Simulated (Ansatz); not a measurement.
```xyz
11

B    -0.5935   -0.6350   -0.4312
C     0.2677    0.8281   -0.9195
C     0.6966    0.2803    0.3009
C    -0.2790   -0.1197    1.2291
Br    2.3954   -0.5528    0.3657
H    -0.1692   -1.6880   -0.7878
H    -1.7351   -0.3291   -0.5866
H    -0.4749    1.6159   -0.9012
H     0.9629    0.8433   -1.7469
H    -1.0784    0.5698    1.4702
H     0.0076   -0.8129    2.0073
```

Charge 0, multiplicity 1. The bonds changed during the relaxation, so this is another structure than the one it started from.

(1) List the PBE0/def2-TZVPP orbital energies in eV (the Gaussian-basis code of Ansatz). (Estimate.)

## Answers

(1) The calculation gave: Occupied: -13150.63, -1705.52, -1536.09, -1536.00, -1535.99, -281.27, -278.93, -278.93, -239.34, -184.06, -179.78, -179.48, -179.46, -73.27, -73.18, -73.17, -72.92, -72.92, -25.20, -21.89, -20.08, -15.89, -14.59, -13.79, -13.18, -11.55, -11.53, -9.75, -9.17, -8.82, -8.21, -8.04. Lowest empty: -1.07, -0.29, 1.29, 1.86, 2.23, 2.46, 3.22, 3.43.
